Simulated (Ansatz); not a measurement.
C3H5ClSi (`CC#C[SiH2]Cl`). Total charge 0; spin multiplicity 1. Geometry: relaxed with PBE0-D4/def2-TZVP.

```xyz
10

C     0.833    2.034   -0.490
C     0.333    0.712   -0.187
C    -0.088   -0.392    0.068
Si   -0.713   -2.043    0.444
Cl   -2.629   -1.919    1.178
H     1.527    2.373    0.283
H     0.011    2.752   -0.547
H     1.358    2.040   -1.448
H    -0.755   -2.870   -0.781
H     0.124   -2.688    1.480
```

(1) What is the dipole moment at ωB97M-V/def2-TZVPP? (Estimate.)

(2) And with PBE, r2SCAN, B3LYP? (Estimate.)

(3) Give the Mulliken charges with ωB97M-V, PBE, r2SCAN in def2-TZVPP. (Best estimate.)

Answers

(1) Ansatz gave: 2.73 D, with components (1.84, 1.82, -0.87) D in this frame, pointing from negative to positive charge.

(2) Ansatz gave: PBE 2.76 D, r2SCAN 2.86 D, B3LYP 2.74 D.

(3) Computed: 
| atom | ωB97M-V | PBE | r2SCAN |
| --- | --- | --- | --- |
| C1 | -0.33 | -0.30 | -0.23 |
| C2 | -0.15 | -0.14 | -0.27 |
| C3 | -0.07 | -0.02 | 0.06 |
| Si4 | 0.42 | 0.43 | 0.59 |
| Cl5 | -0.22 | -0.23 | -0.26 |
| H6 | 0.13 | 0.12 | 0.08 |
| H7 | 0.13 | 0.12 | 0.09 |
| H8 | 0.13 | 0.12 | 0.08 |
| H9 | -0.02 | -0.05 | -0.07 |
| H10 | -0.02 | -0.05 | -0.07 |

B3LYP here is the variant with VWN-RPA as its local correlation; programs differ in this.
